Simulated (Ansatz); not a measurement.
Basis sets compared for Si35H42, a nanocrystal cut from hexagonal silicon. Charge 0, multiplicity 1. Geometry r2SCAN-D4/def2-SVP. Ansatz on 11 threads of AMD EPYC 7R13 on a shared host and a whole NVIDIA H100 80GB HBM3; times are rough, and most runs start from earlier orbitals.

Cartesian coordinates in Å:
```
Si -3.906 1.300 2.444
Si -1.917 2.532 2.083
Si 1.093 -0.203 3.976
Si 3.065 1.056 3.624
Si -5.281 -4.032 2.905
Si -5.751 -2.043 1.746
Si -1.914 -1.934 2.293
Si -3.770 -0.798 1.398
Si 0.074 -0.713 1.922
Si -0.400 1.290 0.790
Si 3.429 1.380 1.326
Si 1.582 2.528 0.438
Si 5.408 2.630 0.987
Si 4.914 4.633 -0.144
Si -6.789 -2.532 -0.305
Si -3.415 -0.440 -0.900
Si -1.423 0.775 -1.261
Si -1.900 2.774 -2.397
Si 1.932 2.870 -1.861
Si 0.080 4.025 -2.729
Si 3.907 4.124 -2.208
Si -3.648 -5.348 1.840
Si -1.762 -4.046 1.275
Si 1.578 -1.963 0.619
Si 3.561 -0.717 0.265
Si 6.928 1.396 -0.314
Si -5.359 -3.650 -1.800
Si -1.487 -3.708 -1.036
Si -3.291 -2.527 -1.975
Si 0.524 -2.504 -1.417
Si 0.090 -0.483 -2.547
Si 3.944 -0.379 -2.032
Si 2.076 0.760 -2.895
Si 5.922 0.873 -2.375
Si 5.433 2.884 -3.495
H -4.124 1.109 3.915
H -5.077 2.056 1.893
H -1.280 2.874 3.396
H -2.230 3.815 1.375
H 0.133 0.568 4.831
H 1.422 -1.482 4.685
H 2.943 2.393 4.290
H 4.241 0.344 4.221
H -4.745 -3.682 4.259
H -6.542 -4.821 3.091
H -6.698 -1.222 2.575
H -2.124 -2.095 3.772
H 1.456 3.861 1.119
H 6.020 2.944 2.321
H 3.994 5.478 0.683
H 6.179 5.403 -0.379
H -8.028 -3.341 -0.066
H -7.189 -1.245 -0.959
H -4.575 0.344 -1.443
H -2.890 3.574 -1.604
H -2.525 2.445 -3.719
H -0.031 5.352 -2.040
H 0.288 4.276 -4.192
H 3.556 5.396 -2.924
H -3.207 -6.408 2.805
H -4.218 -6.031 0.636
H -0.533 -4.747 1.779
H 1.934 -3.221 1.355
H 4.712 -1.476 0.859
H 7.317 0.140 0.403
H 8.166 2.209 -0.551
H -5.170 -5.075 -1.383
H -6.006 -3.648 -3.153
H -1.378 -5.044 -1.712
H -2.986 -2.313 -3.430
H 1.449 -3.348 -2.246
H -0.527 -0.773 -3.884
H 4.077 -1.709 -2.716
H 2.254 0.969 -4.371
H 6.869 0.055 -3.203
H 6.694 3.673 -3.684
H 4.852 2.593 -4.845
```

Single mean-field runs in 6-31G, def2-SVP, def2-TZVP are fitted with def2-universal-jkfit.

Binding counts from free atoms (Si triplet, H doublet) in the same basis, without a counterpoise term.

```csv
level,functions,energy (Eh),HOMO (eV),LUMO (eV),binding per atom (eV),wall time
HF/STO-3G,357,-10021.6433,-5.62,7.82,3.79,3.2 s
HF/6-31G,539,-10135.6795,-8.47,1.50,2.04,5.5 s
PBE-D4/def2-SVP,840,-10149.8248,-5.87,-2.31,3.37,7 s
PBE0-D4/def2-SVP,840,-10150.8596,-6.78,-1.68,3.37,10 s
```

**Question.** Estimate the rows for PBE-D4/def2-TZVP, PBE0-D4/def2-TZVP (with forces).

**Answer.** 
```json
{"level": "PBE-D4/def2-TZVP", "functions": "1547", "energy (Eh)": "-10153.3028", "HOMO (eV)": "-5.86", "LUMO (eV)": "-2.45", "binding per atom (eV)": "3.36", "wall time": "11 s"}
{"level": "PBE0-D4/def2-TZVP (with forces)", "functions": "1547", "energy (Eh)": "-10154.3002", "HOMO (eV)": "-6.72", "LUMO (eV)": "-1.77", "binding per atom (eV)": "3.37", "wall time": "21 s"}
```
